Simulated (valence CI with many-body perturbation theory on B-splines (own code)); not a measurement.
# Pm30+: electric-dipole lines

Method: valence CI with perturbative core correlation (CI+MBPT): three valence electrons over a frozen Dirac-Fock core [Ar] 3d10, radial functions for each j: 11 s, 11 p, 9 d, 7 f, 5 g, 2 h, 1 i, with the one-electron correlation potential Σ1, the two-electron term Σ2, the three-electron term Σ3, Breit, model QED; selected CI, second order for the rest (own B-spline code, finite nucleus).

The last digits are not significant, and no measured levels were compared; by estimate large intervals hold to a few tenths of a per cent, small ones and those within an open d or f shell to about a per cent.

Lines 51 to 100 of 274 in falling wavelength, among levels below 2818700 cm⁻¹, chosen from the strongest by gf and those to the six lowest levels. Wavelengths and rates use the calculated energies. Electric multipoles are in the length gauge, E1 and E2 with the static RPA response of the core. Weak lines are less certain than strong ones. Lines between different terms over intervals too small for the method are left out, as are lines whose strength nearly cancels. The highest levels of a list are the least certain.

Levels are named by their leading jj configuration (3d3/2^4 stands for four electrons in 3d with j = 3/2), which in mixed levels can hold well under half, so a name can repeat and another be missing. Letters in brackets count levels of one name in rising energy.

| λ vac (nm) | Upper | Lower | A (s⁻¹) | S (a.u.) |
| --- | --- | --- | --- | --- |
| 12.62 | (4s 4p3/2 4d5/2) J=7/2 [a] | (4s^2 4d5/2) J=5/2 | 1.57e+10 | 1.25e-01 |
| 12.59 | (4p1/2 4p3/2 4d5/2) J=7/2 [b] | (4s 4p1/2 4d5/2) J=5/2 [b] | 2.53e+10 | 1.99e-01 |
| 12.49 | (4p1/2 4p3/2 4d5/2) J=7/2 [a] | (4s 4p1/2 4d5/2) J=5/2 [a] | 4.36e+10 | 3.35e-01 |
| 12.47 | (4p1/2 4p3/2 4d3/2) J=5/2 | (4s 4p1/2 4d3/2) J=5/2 | 2.75e+10 | 1.58e-01 |
| 12.46 | (4s 4p3/2 4d5/2) J=7/2 [b] | (4s^2 4d5/2) J=5/2 | 6.36e+10 | 4.86e-01 |
| 12.25 | (4s 4p1/2 4d3/2) J=5/2 | (4s 4p1/2 4p3/2) J=3/2 [b] | 4.84e+09 | 2.63e-02 |
| 12.18 | (4p1/2 4p3/2 4d5/2) J=9/2 | (4s 4p1/2 4d5/2) J=7/2 | 3.43e+10 | 3.06e-01 |
| 12.17 | (4p1/2 4p3/2 4d3/2) J=7/2 | (4s 4p1/2 4d3/2) J=5/2 | 1.88e+10 | 1.34e-01 |
| 12.12 | (4s 4p3/2 4d3/2) J=5/2 [b] | (4s^2 4d3/2) J=3/2 | 6.27e+10 | 3.31e-01 |
| 12.08 | (4s 4p1/2 4d3/2) J=3/2 [a] | (4s 4p1/2 4p3/2) J=5/2 | 1.64e+10 | 5.70e-02 |
| 12.03 | (4p1/2 4p3/2 4d5/2) J=5/2 [a] | (4s 4p1/2 4d5/2) J=7/2 | 1.71e+10 | 8.84e-02 |
| 11.97 | (4p1/2 4p3/2 4d5/2) J=1/2 | (4s 4p1/2 4d5/2) J=3/2 | 5.74e+10 | 9.71e-02 |
| 11.95 | (4p1/2 4p3/2^2) J=5/2 | (4s 4p1/2 4p3/2) J=5/2 | 1.02e+10 | 5.17e-02 |
| 11.90 | (4p1/2 4p3/2 4d5/2) J=5/2 [a] | (4s 4p1/2 4d3/2) J=3/2 [b] | 1.59e+10 | 7.95e-02 |
| 11.79 | (4p3/2^2 4d5/2) J=7/2 | (4s 4p3/2 4d3/2) J=7/2 | 2.36e+10 | 1.52e-01 |
| 11.75 | (4p3/2^2 4d3/2) J=5/2 | (4s 4p3/2 4d3/2) J=7/2 | 1.67e+10 | 8.00e-02 |
| 11.74 | (4p1/2 4p3/2^2) J=3/2 | (4s 4p1/2 4p3/2) J=5/2 | 9.10e+09 | 2.91e-02 |
| 11.72 | (4s 4p1/2 4p3/2) J=3/2 [b] | (4s^2 4p1/2) J=1/2 | 8.41e+10 | 2.67e-01 |
| 11.68 | (4p1/2 4p3/2 4d3/2) J=3/2 [a] | (4p1/2 4p3/2^2) J=3/2 | 3.79e+10 | 1.19e-01 |
| 11.67 | (4p1/2 4p3/2 4d5/2) J=3/2 [b] | (4s 4p1/2 4d5/2) J=5/2 [b] | 8.79e+10 | 2.76e-01 |
| 11.67 | (4p1/2 4p3/2^2) J=1/2 | (4s 4p1/2 4p3/2) J=3/2 [b] | 1.30e+11 | 2.04e-01 |
| 11.65 | (4s 4p3/2 4d3/2) J=1/2 [b] | (4s^2 4d3/2) J=3/2 | 9.75e+10 | 1.52e-01 |
| 11.64 | (4p1/2^2 4d3/2) J=3/2 | (4p1/2^2 4p3/2) J=3/2 | 2.20e+10 | 6.84e-02 |
| 11.64 | (4p3/2^2 4d3/2) J=3/2 | (4s 4p3/2 4d3/2) J=5/2 [a] | 3.50e+10 | 1.09e-01 |
| 11.63 | (4p3/2^2 4d3/2) J=5/2 | (4s 4p3/2 4d3/2) J=5/2 [a] | 2.85e+10 | 1.33e-01 |
| 11.61 | (4p1/2 4p3/2 4d3/2) J=5/2 | (4s 4p1/2 4d3/2) J=3/2 [a] | 1.86e+10 | 8.61e-02 |
| 11.58 | (4p3/2^2 4d5/2) J=7/2 | (4s 4p3/2 4d5/2) J=9/2 | 2.49e+10 | 1.53e-01 |
| 11.57 | (4p1/2 4p3/2 4d5/2) J=5/2 [b] | (4s 4p1/2 4d3/2) J=3/2 [b] | 2.37e+10 | 1.09e-01 |
| 11.57 | (4s 4p3/2 4d3/2) J=3/2 [b] | (4s 4p3/2^2) J=3/2 | 6.05e+10 | 1.85e-01 |
| 11.53 | (4p1/2 4p3/2 4d3/2) J=3/2 [b] | (4s 4p1/2 4d3/2) J=1/2 | 2.05e+10 | 6.19e-02 |
| 11.53 | (4p1/2 4p3/2 4d3/2) J=3/2 [b] | (4s 4p1/2 4d3/2) J=3/2 [b] | 4.41e+10 | 1.34e-01 |
| 11.53 | (4p1/2 4p3/2 4d5/2) J=7/2 [b] | (4s 4p1/2 4d5/2) J=7/2 | 2.79e+10 | 1.69e-01 |
| 11.51 | (4p1/2 4p3/2 4d3/2) J=1/2 [b] | (4s 4p1/2 4d3/2) J=1/2 | 5.56e+10 | 8.36e-02 |
| 11.49 | (4p1/2^2 4p3/2) J=3/2 | (4s 4p1/2^2) J=1/2 | 5.28e+10 | 1.58e-01 |
| 11.48 | (4p1/2 4p3/2 4d3/2) J=3/2 [a] | (4p1/2 4p3/2^2) J=5/2 | 4.56e+10 | 1.36e-01 |
| 11.47 | (4p1/2 4p3/2 4d3/2) J=7/2 | (4p1/2 4p3/2^2) J=5/2 | 1.52e+10 | 9.03e-02 |
| 11.43 | (4s 4p1/2 4d3/2) J=3/2 [a] | (4s 4p1/2 4p3/2) J=3/2 [a] | 1.46e+10 | 4.32e-02 |
| 11.42 | (4s 4p3/2^2) J=3/2 | (4s^2 4p3/2) J=3/2 | 1.39e+11 | 4.08e-01 |
| 11.42 | (4p3/2^2 4d5/2) J=9/2 | (4s 4p3/2 4d5/2) J=9/2 | 5.88e+10 | 4.32e-01 |
| 11.41 | (4s 4p1/2 4d3/2) J=3/2 [b] | (4s 4p1/2 4p3/2) J=3/2 [b] | 1.01e+10 | 2.97e-02 |
| 11.41 | (4s 4p1/2 4d3/2) J=1/2 | (4s 4p1/2 4p3/2) J=3/2 [b] | 1.48e+07 | 2.17e-05 |
| 11.37 | (4s 4p1/2 4p3/2) J=1/2 | (4s^2 4p1/2) J=1/2 | 2.04e+11 | 2.95e-01 |
| 11.36 | (4p1/2 4p3/2 4d3/2) J=3/2 [a] | (4s 4p1/2 4d3/2) J=3/2 [a] | 3.17e+10 | 9.17e-02 |
| 11.36 | (4s 4p3/2^2) J=1/2 | (4s^2 4p3/2) J=3/2 | 1.43e+11 | 2.06e-01 |
| 11.36 | (4s 4p3/2 4d5/2) J=3/2 | (4s^2 4d5/2) J=5/2 | 1.77e+11 | 5.13e-01 |
| 11.36 | (4s 4p1/2 4d5/2) J=5/2 [a] | (4s 4p1/2 4p3/2) J=3/2 [b] | 3.24e+09 | 1.40e-02 |
| 11.35 | (4p3/2^3) J=3/2 | (4s 4p3/2^2) J=5/2 | 4.04e+10 | 1.17e-01 |
| 11.32 | (4p1/2 4p3/2^2) J=5/2 | (4s 4p1/2 4p3/2) J=3/2 [a] | 1.83e+08 | 7.87e-04 |
| 11.31 | (4p1/2 4p3/2 4d3/2) J=1/2 [a] | (4s 4p1/2 4d3/2) J=3/2 [a] | 1.12e+11 | 1.60e-01 |
| 11.27 | (4s 4p1/2 4d3/2) J=5/2 | (4s 4p1/2 4p3/2) J=5/2 | 4.99e+10 | 2.12e-01 |
